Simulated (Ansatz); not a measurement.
Input for Ansatz (a quantum-chemistry and plane-wave program): R-CCSD(T)/def2-TZVPP on H4SeSn (SMILES [SeH][SnH3]), a point of a torsion scan. Elements past Kr take the def2 small-core potentials; no spin–orbit coupling. The run froze 23 orbitals, filled d shells among them.

Ansatz 0.2 input:
```yaml
crystal:
  periodic: [false, false, false]
  atoms:
    - {symbol: Se, position_ang: [1.72587665, -0.90723219, -0.08988833]}
    - {symbol: Sn, position_ang: [-0.60823928, -0.00811255, -0.00189349]}
    - {symbol: H, position_ang: [2.34703762, 0.38109337, 0.04165497]}
    - {symbol: H, position_ang: [-1.27789320, 0.11794169, -1.53271229]}
    - {symbol: H, position_ang: [-0.61812230, 1.50517783, 0.71799542]}
    - {symbol: H, position_ang: [-1.55321873, -1.04982798, 0.89952151]}
basis:
  gaussian:
    orbitals: def2-TZVPP
magnetization: {spin_polarized: false}
correlation: {method: ccsd_t, electrons: outside_noble_gas}
scf: {lower_state_search: off}
```

It printed:

```
WARN ansatz: RAYON_NUM_THREADS=1 ignored (pool sized by the plan → 1); use --threads N
Functional definition: HF
these checks for a lower state are left out or cut short: stability, starts, cluster_reference, orbital_swaps, neighbouring_geometries, increment
integrals: 0.38 GiB planned
1088 factors; integrals over basis functions are off by at most 1.2e-3 eV
mean field: 0.51 GiB planned
mean field evaluation 1: about -71171.2076 eV, gradient 1.4e1 eV
mean field evaluation 2: about -71171.3273 eV, gradient 1.4e1 eV
mean field evaluation 4: about -71172.1794 eV, gradient 2.2e0 eV
mean field evaluation 8: about -71172.1959 eV, gradient 1.2e-1 eV
mean field -71172.19598020 eV, -2615.5299600251 hartree, gradient 2.8e-6 eV, S^2 0.000000; 0 other end points of the search recorded, 0 dependent functions left out
23 core orbitals not correlated
reference -71172.19598020 eV, -2615.5299600251 hartree; 7, 7 occupied and 124, 124 virtual orbitals, 1088 factors
second order -7.41351441 eV of doubles, -0.00000000 eV of singles
coupled cluster: 0.88 GiB planned
cycle   1  -8.17075867 eV  change   -7.6e-1 eV  update   6.8e-2
cycle   2  -8.46052324 eV  change   -2.9e-1 eV  update   2.2e-2
cycle   3  -8.48034753 eV  change   -2.0e-2 eV  update   6.3e-3
cycle   4  -8.47806263 eV  change    2.3e-3 eV  update   2.0e-3
cycle   5  -8.47749675 eV  change    5.7e-4 eV  update   6.0e-4
cycle   6  -8.47736820 eV  change    1.3e-4 eV  update   1.9e-4
cycle   7  -8.47739246 eV  change   -2.4e-5 eV  update   5.6e-5
cycle   8  -8.47740857 eV  change   -1.6e-5 eV  update   2.0e-5
cycle   9  -8.47740509 eV  change    3.5e-6 eV  update   6.2e-6
perturbative correction -0.29549637 eV, -0.0108592914 hartree
Total energy: -71180.96888166 eV, -2615.8523582074 hartree
Checks for a lower state left out: stability, starts, cluster_reference, orbital_swaps, neighbouring_geometries, increment
```

Self-consistency was reached.

Cost: around 12 core-seconds (rough).
